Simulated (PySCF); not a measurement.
Species: C4H5F3Ge.
SMILES with atom numbers: `[CH3:1][C:2]#[C:3][GeH2:4][C:5]([F:6])([F:7])[F:8]` (hydrogens: H9, H10, H11 on C1; H12, H13 on Ge4)

Computed by this run: PBE0-D3(BJ)/def2-SVP geometry optimisation, gas phase (PySCF); density fitting, grid level 1; the optimiser is geomeTRIC in internal coordinates, started from a GFN2-xTB structure with every atom displaced at random (about 0.01 Å).

Step 0: E = -68860.4643 eV
```
atom  x, y, z in Å  |  force x, y, z in eV/Å
C1      2.5370    1.2201    1.1870   -1.838   1.050  -0.047
C2      1.5021    0.4356    0.5386    0.012  -0.280  -0.117
C3      0.6467   -0.2426   -0.0044    0.859   0.539   0.475
Ge4    -0.6518   -1.2543   -0.8217   -1.485   0.442   0.306
C5     -2.4184   -0.3422   -0.4115   -0.036   0.630   0.391
F6     -3.4775   -0.9684   -0.9401    0.221  -0.057  -0.057
F7     -2.6429   -0.2576    0.9216    0.197  -0.134  -0.504
F8     -2.4386    0.9302   -0.8766    0.073  -0.566   0.080
H9      2.9480    1.9442    0.4823    0.304   0.155  -0.188
H10     3.3004    0.6036    1.5910    1.084  -0.778   0.520
H11     2.0609    1.8086    2.0078    0.352  -0.258  -0.233
H12    -0.5479   -1.2675   -2.3016    0.171  -0.005  -0.953
H13    -0.8129   -2.6271   -0.2606    0.086  -0.738   0.327
```

Step 1: E = -68860.5948 eV
```
atom  x, y, z in Å  |  force x, y, z in eV/Å
C1      2.5888    1.2314    1.1948    0.133  -0.111   0.110
C2      1.5455    0.4494    0.5630    0.002   0.038   0.019
C3      0.6590   -0.1958    0.0345   -0.068  -0.094  -0.062
Ge4    -0.7099   -1.1935   -0.7859   -0.183  -0.011  -0.071
C5     -2.4894   -0.3443   -0.4243    0.102  -0.160  -0.091
F6     -3.4419   -1.0871   -1.0135   -0.072   0.002   0.011
F7     -2.7820   -0.2815    0.8768    0.003   0.013   0.088
F8     -2.5890    0.8903   -0.9202    0.046   0.122  -0.023
H9      3.0331    1.9420    0.4826    0.066  -0.017  -0.034
H10     3.3894    0.5791    1.5945   -0.131   0.140  -0.112
H11     2.1813    1.8152    2.0329   -0.024   0.012   0.056
H12    -0.5652   -1.2098   -2.3198    0.046  -0.008   0.144
H13    -0.8146   -2.6129   -0.2035    0.080   0.073  -0.035
```

Q: Estimate the geometry and energy of step 2. (The exact step hangs on the optimiser's Hessian estimate; all steps are aligned on step 1, rigid shifts and turns removed.)

A: E = -68860.6023 eV, largest force 0.089 eV/Å
```
atom  x, y, z in Å  |  force x, y, z in eV/Å
C1      2.5748    1.2319    1.1935   -0.001   0.002   0.033
C2      1.5352    0.4442    0.5593   -0.034   0.019  -0.002
C3      0.6524   -0.2063    0.0290    0.038   0.004   0.015
Ge4    -0.7151   -1.2032   -0.7908   -0.070  -0.008  -0.015
C5     -2.4801   -0.3420   -0.4222   -0.015  -0.079  -0.037
F6     -3.4530   -1.0655   -1.0040   -0.008   0.068   0.028
F7     -2.7598   -0.2768    0.8833    0.010   0.003   0.027
F8     -2.5581    0.8992   -0.9115    0.020   0.016  -0.012
H9      3.0230    1.9407    0.4802    0.014  -0.015  -0.007
H10     3.3753    0.5863    1.5882   -0.006   0.012  -0.021
H11     2.1646    1.8137    2.0341    0.002  -0.013  -0.009
H12    -0.5546   -1.2195   -2.3150    0.022  -0.005  -0.001
H13    -0.7996   -2.6200   -0.2123    0.029  -0.005   0.001
```

The energy changes by -0.0074 eV. The first-order estimate −F·Δx gives -0.0109 eV and the mean of the old and new forces, exact on a quadratic surface, -0.0073 eV. The step makes an angle of 72° with the force vector and moves no atom by more than 0.033 Å.

What follows is the cost of the whole optimisation. On Intel Xeon at 2.50 GHz, one thread, no GPU (shared host), this took 2.8 min of wall time and 0.65 GiB of memory at its peak.
